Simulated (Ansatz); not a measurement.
The cluster HfTe2⁻. Total charge -1; doublet. Geometry B3LYP-D4/def2-TZVP, that of the neutral singlet; atoms count from 1.

Cartesian coordinates in Å:
```
Hf -0.1618 -1.4345 -0.6758
Te -0.1607 1.3176 -0.8784
Te 0.3225 0.1169 1.5542
```

In the def2 sets Hf, Te take a core potential; there is no spin–orbit coupling. The charge -1 doublet is spin-contaminated (final ⟨S²⟩ up to 1.20, 0.75 for a pure state). The structure comes from a short search, and lower isomers may exist.

Problem. Estimate the Mulliken populations from the PBE0/def2-TZVPD orbitals of Ansatz.

Solution. 
| atom | charge (e) | spin (α − β) | d electrons |
| --- | --- | --- | --- |
| Hf1 | -0.27 | 0.40 | 1.90 |
| Te2 | -0.36 | 0.30 | – |
| Te3 | -0.36 | 0.30 | – |
Mulliken values and Mayer orders depend strongly on the basis. With diffuse functions, as here, like atoms can get unlike values, and bond orders can come out too low or too high.

Problem. Where does the spin sit?

Solution. Summed by element: Hf 0.40, Te 0.60, of 1 unpaired in all. Largest on single atoms: Hf1 0.40, Te2 0.30, Te3 0.30.

Problem. And the Mayer bond orders between bonded heavy atoms (over 0.3)?

Solution. Hf1–Te2 1.49 (2.76 Å); Hf1–Te3 1.49 (2.76 Å); Te2–Te3 0.55 (2.76 Å).
